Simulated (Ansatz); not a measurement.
Geometry optimisation, Ansatz 0.2.0, RKS revPBE-D4/6-31G*.

The input (input.yaml):

```yaml
crystal:
  periodic: [false, false, false]
  atoms:
    - { symbol: B, position_ang: [0.0, 0.0, 0.0] }
    - { symbol: O, position_ang: [0.0, 0.0, 1.76] }
    - { symbol: H, position_ang: [-0.9095, -0.2814, 2.0971] }
    - { symbol: H, position_ang: [1.0305, 0.0, -0.595] }
    - { symbol: H, position_ang: [-1.0305, 0.0, -0.595] }
    - { symbol: O, position_ang: [0.0766, 1.621, 0.5392] }
    - { symbol: C, position_ang: [0.5817, 2.0371, 1.7994] }
    - { symbol: H, position_ang: [0.8819, 1.1469, 2.3906] }
    - { symbol: H, position_ang: [1.4635, 2.6937, 1.6467] }
    - { symbol: H, position_ang: [-0.2049, 2.5965, 2.3475] }
    - { symbol: H, position_ang: [0.0506, 1.0697, 1.5173] }
basis:
  gaussian: { orbitals: "6-31G*" }
hamiltonian:
  xc: revpbe
  dispersion: d4
relax:
  f_tol: 0.15
  max_steps: 25
  restrain:
    - { distance: [0, 5], at: 1.41, k: 30.0 }
    - { distance: [10, 1], at: 1.01, k: 30.0 }
    - { distance: [0, 1], at: 2.61, k: 30.0 }
    - { distance: [10, 5], at: 2.21, k: 30.0 }
```

Command:

```bash
$ ansatz run input.yaml --threads 1 --pin off --max-ram 2048MiB --backend cpu --events-out ev --progress --plain --runs-dir out
```

Where does it end, and by what steps?

The forces met the threshold. The restraints hold the end off the free minimum. After 9 steps the energy has fallen by 6.293 eV (the restraints' own energy left out); H11 moved furthest, 1.38 Å. The start is strongly strained (largest force component 10 eV/Å), so its close contacts needn't be bonds. Parted: C7–H11 (1.14 → 2.78 Å).

```tsv
step	energy less start (eV)	largest force component (eV/Å)	accepted
0	0.0000	9.985	yes
1	-2.0275	4.237	yes
2	-2.8835	3.345	yes
3	-3.7875	3.391	yes
4	-4.9159	2.632	yes
5	-5.6297	1.316	yes
6	-5.9572	1.131	yes
7	-6.0933	1.237	yes
8	-6.2550	0.697	yes
9	-6.2928	0.590	yes
```

```xyz
11
Properties=species:S:1:pos:R:3
B 0.113 0.578 -0.007
O -0.534 -0.643 2.203
H -1.292 -1.180 1.900
H 1.217 0.092 -0.019
H -0.799 0.175 -0.691
O -0.150 1.759 0.680
C 0.878 2.335 1.513
H 1.610 1.574 1.828
H 1.397 3.134 0.955
H 0.391 2.777 2.398
H -0.891 0.282 2.149
```

Time of the run: 27 s on 1 thread of Arm Neoverse V1 (shared host), peak memory 0.13 GiB.
